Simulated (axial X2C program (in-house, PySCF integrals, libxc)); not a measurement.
# Bond lengths and stretching modes, held linear, of HSnH⁻

Calculated with an in-house all-electron X2C program for linear molecules (integrals from PySCF): two-component X2C with atomic mean-field Coulomb and Gaunt terms, Gaussian nuclei, basis H dyall-v3z, Sn dyall-v3z with contracted cores. Spin-free rows use the one-electron spin-free X2C Hamiltonian.

Masses H 1.008, Sn 119.902, H 1.008 u. States: 2c Ω = 3/2 (beyond evenly filled blocks: ω = 3/2); spin-free M_S = 3/2, Λ = 0 (beyond evenly filled blocks: σα, π+α, π-α).

MP2, spin-free: energies above the lowest point

| r(H–Sn) (Å) | r(Sn–H) (Å) | E (meV) |
| --- | --- | --- |
| 1.8700 | 1.8700 | 3.74 |
| 1.8700 | 1.9180 | 0.00 |
| 1.8700 | 1.9659 | 7.14 |
| 1.9180 | 1.8700 | 0.00 |
| 1.9180 | 1.9180 | 0.55 |
| 1.9180 | 1.9659 | 11.95 |
| 1.9180 | 2.0139 | 31.71 |
| 1.9659 | 1.8700 | 7.14 |
| 1.9659 | 1.9180 | 11.95 |
| 1.9659 | 1.9659 | 27.65 |
| 2.0139 | 1.9180 | 31.71 |
| 2.0139 | 2.0139 | 80.08 |

**Question.** Fit a quadratic surface with cubic terms in each bond: where is the minimum, and what are the two stretching wavenumbers?

**Answer.** At MP2, spin-free: bonds 1.898 and 1.898 Å; harmonic stretches 956.3 and 1380.4 cm⁻¹; force constants 0.833, 0.833 and coupling 0.30 mdyn/Å.

The other levels and Hamiltonians give:

| Hamiltonian | level | r(H–Sn) (Å) | r(Sn–H) (Å) | lower stretch (cm⁻¹) | upper stretch (cm⁻¹) |
| --- | --- | --- | --- | --- | --- |
| 2c | PBE0 | 1.923 | 1.923 | 936.6 | 1285.6 |
| 2c | HF | 1.925 | 1.925 | 841.1 | 1295.9 |
| 2c | TPSSh | 1.933 | 1.933 | 908.7 | 1270.3 |
| 2c | MP2 | 1.899 | 1.899 | 949.7 | 1378.7 |
| spin-free | PBE0 | 1.922 | 1.922 | 943.2 | 1287.0 |
| spin-free | HF | 1.924 | 1.924 | 847.0 | 1297.3 |
| spin-free | TPSSh | 1.932 | 1.932 | 914.7 | 1271.6 |

Each state is one determinant, the lowest of a limited PBE0 search; the stretches come from a fit to these few points and carry an uncertainty of a few per cent. Other orders of the atoms were not compared. MP2 freezes inner shells (threshold -2 hartree). For an anion the highest level of a functional can be positive, and the basis then holds the extra electron. The molecule was held linear; bending was not examined, so a bent shape may lie lower. Note: several unpaired electrons, one determinant need not be a pure state.
